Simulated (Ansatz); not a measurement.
Geometry optimisation, Ansatz, RHF/def2-SVP.

The input (input.yaml):

```yaml
crystal:
  periodic: [false, false, false]
  atoms:
    - { symbol: W, position_ang: [0.075813, 0.190625, -0.311408] }
    - { symbol: O, position_ang: [0.621724, 0.33959, 2.765614] }
    - { symbol: H, position_ang: [0.022843, 0.391437, 3.497911] }
    - { symbol: H, position_ang: [1.074333, -1.150086, -0.387917] }
    - { symbol: H, position_ang: [-1.574557, 0.044327, -0.058149] }
    - { symbol: H, position_ang: [-0.857758, 0.636997, -1.624494] }
    - { symbol: H, position_ang: [-0.412864, -1.153003, 0.544051] }
    - { symbol: H, position_ang: [0.75108, -0.073361, -1.816794] }
    - { symbol: F, position_ang: [0.824059, 1.679134, 0.497776] }
    - { symbol: H, position_ang: [0.903227, 1.24794, 2.576809] }
basis:
  gaussian: { orbitals: def2-SVP }
hamiltonian:
  xc: hf
relax:
  f_tol: 0.03
  max_steps: 50
output:
  orbitals: {}
```

Command:

```bash
$ ansatz run input.yaml --threads 1 --pin off --max-ram 2048MiB --backend cpu --events-out ev --progress --plain --runs-dir out
```

Problem. Where does it end, and by what steps?

Solution. The forces met the threshold. After 11 steps the energy has fallen by 0.211 eV; H3 moved furthest, 0.73 Å. Joined: W1–O2 (3.13 → 2.45 Å).

```tsv
step	energy less start (eV)	largest force component (eV/Å)	accepted
0	0.0000	1.190	yes
1	0.0152	2.370	no
2	-0.0314	1.085	yes
3	-0.0556	1.096	yes
4	-0.0903	1.084	yes
5	-0.1505	1.097	yes
6	-0.1731	1.430	yes
7	-0.1779	0.290	yes
8	-0.1649	0.955	no
9	-0.2073	0.122	yes
10	-0.2106	0.037	yes
11	-0.2109	0.016	yes
```

```xyz
10
Properties=species:S:1:pos:R:3
W 0.119 0.243 -0.139
O 0.480 0.444 2.274
H 0.076 -0.088 2.944
H 1.121 -1.102 -0.124
H -1.527 0.208 0.191
H -0.830 0.579 -1.479
H -0.434 -1.094 0.717
H 0.702 -0.159 -1.659
F 0.956 1.855 0.313
H 0.763 1.268 2.646
```

Whether the end is a true minimum wasn't checked by a vibrational analysis.

Run time: 23 s on 1 thread of Arm Neoverse V2, on a shared host, peak memory 0.17 GiB.
